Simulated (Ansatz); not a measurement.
`Br[SiH2][CH]([InH2])[SnH2][SbH2]`, one more setting.

```yaml
crystal:
  periodic: [false, false, false]
  atoms:
    - {symbol: Br, position_ang: [-1.611429, -2.098312, 1.001446]}
    - {symbol: Si, position_ang: [0.625586, -1.855375, 1.074716]}
    - {symbol: C, position_ang: [1.029661, -0.263241, 0.271382]}
    - {symbol: In, position_ang: [0.521378, -0.244366, -1.869485]}
    - {symbol: Sn, position_ang: [-0.079059, 1.371934, 1.115767]}
    - {symbol: Sb, position_ang: [-2.442536, 1.461915, -0.415824]}
    - {symbol: H, position_ang: [0.973384, -1.938896, 2.517848]}
    - {symbol: H, position_ang: [1.179174, -3.044804, 0.377224]}
    - {symbol: H, position_ang: [2.095340, -0.030223, 0.378809]}
    - {symbol: H, position_ang: [1.029195, 1.166401, -2.717609]}
    - {symbol: H, position_ang: [-0.069399, -1.692903, -2.582663]}
    - {symbol: H, position_ang: [0.812028, 2.822754, 0.955802]}
    - {symbol: H, position_ang: [-0.474024, 1.122599, 2.762779]}
    - {symbol: H, position_ang: [-1.706023, 0.403017, -1.575383]}
    - {symbol: H, position_ang: [-1.883286, 2.819500, -1.294818]}
basis:
  gaussian: {orbitals: def2-mTZVPP}
hamiltonian: {xc: {name: B2GP-PLYP}}
accuracy: high
scf: {lower_state_search: off}
output: {forces: true}
```

```sh
$ ansatz run in.yaml --threads 4 --pin off --events-out ev --progress --plain --max-ram 66560MiB --backend cpu
```

Shortened log:

```
Functional definition: B2GP-PLYP
  name "B2GP-PLYP"
  cite "Karton, Tarnopolsky, Lamère, Schatz & Martin, J. Phys. Chem. A 112, 12868 (2008) doi:10.1021/jp801805p"
  cite "Becke, Phys. Rev. A 38, 3098 (1988) doi:10.1103/PhysRevA.38.3098"
  cite "Lee, Yang & Parr, Phys. Rev. B 37, 785 (1988) doi:10.1103/PhysRevB.37.785"
  parameter a = 0.65
  parameter c = 0.36
  exchange = (1 - a)*b88_x + a*exact_x
  correlation = (1 - c)*lyp_c + c*(mp2_os + mp2_ss)
these checks for a lower state are left out or cut short: starts, cluster_reference, orbital_swaps, neighbouring_geometries, increment
5178 factors; integrals over basis functions are off by at most 4.4e-8 eV
mean field evaluation 1: about -96587.2476 eV, gradient 4.4e1 eV
mean field evaluation 2: about -96587.3963 eV, gradient 4.4e1 eV
mean field evaluation 4: about -96592.1070 eV, gradient 4.4e0 eV
mean field evaluation 8: about -96592.1799 eV, gradient 2.5e-1 eV
mean field evaluation 16: about -96592.1801 eV, gradient 1.0e-4 eV
mean field -96592.18012469 eV, -3549.6971470512 hartree, gradient 7.7e-8 eV, S^2 0.000000; 0 other end points of the search recorded, 0 dependent functions left out
27 core orbitals not correlated: weight in the atoms' cores, before any rotation towards them, 1.000 or more for the frozen orbitals, at most 0.000 for the correlated occupied ones
reference -96592.18015135 eV, -3549.6971480309 hartree; 38, 38 occupied and 170, 170 virtual orbitals, 5178 factors
second order -29.45835342 eV of doubles, -0.00000000 eV of singles
the calculation of the forces begins
Total energy: -96602.78515858 eV, -3550.0868748583 hartree
Atom 0 at    -1.611429    -2.098312     1.001446 Å, force    -0.250947    -0.075986     0.013537 eV/Å
Atom 1 at     0.625586    -1.855375     1.074716 Å, force     0.426857    -0.305177     0.183008 eV/Å
Atom 2 at     1.029661    -0.263241     0.271382 Å, force     0.119517    -0.031616     0.035405 eV/Å
Atom 3 at     0.521378    -0.244366    -1.869485 Å, force     0.065332    -0.050473    -0.233444 eV/Å
Atom 4 at    -0.079059     1.371934     1.115767 Å, force     0.070130     0.246368     0.261501 eV/Å
Atom 5 at    -2.442536     1.461915    -0.415824 Å, force    -0.071912     0.097355    -0.221355 eV/Å
Atom 6 at     0.973384    -1.938896     2.517848 Å, force    -0.052822     0.007805    -0.227294 eV/Å
Atom 7 at     1.179174    -3.044804     0.377224 Å, force    -0.086400     0.184079     0.118894 eV/Å
Atom 8 at     2.095340    -0.030223     0.378809 Å, force    -0.066734    -0.035219    -0.000393 eV/Å
Atom 9 at     1.029195     1.166401    -2.717609 Å, force    -0.004343    -0.018203    -0.013251 eV/Å
Atom 10 at    -0.069399    -1.692903    -2.582663 Å, force     0.016911     0.016214    -0.016396 eV/Å
Atom 11 at     0.812028     2.822754     0.955802 Å, force    -0.055455    -0.073208     0.022744 eV/Å
Atom 12 at    -0.474024     1.122599     2.762779 Å, force     0.021476     0.033915    -0.088488 eV/Å
Atom 13 at    -1.706023     0.403017    -1.575383 Å, force    -0.071604     0.104463     0.103046 eV/Å
Atom 14 at    -1.883286     2.819500    -1.294818 Å, force    -0.060005    -0.100317     0.062484 eV/Å
Dipole moment:     0.230738     0.307844     0.066198 e Å
Checks for a lower state left out: starts, cluster_reference, orbital_swaps, neighbouring_geometries, increment
```

It took 110 s on 4 threads of an AMD EPYC 7R13 on a shared host, with 2.6 GiB of host memory at the peak.
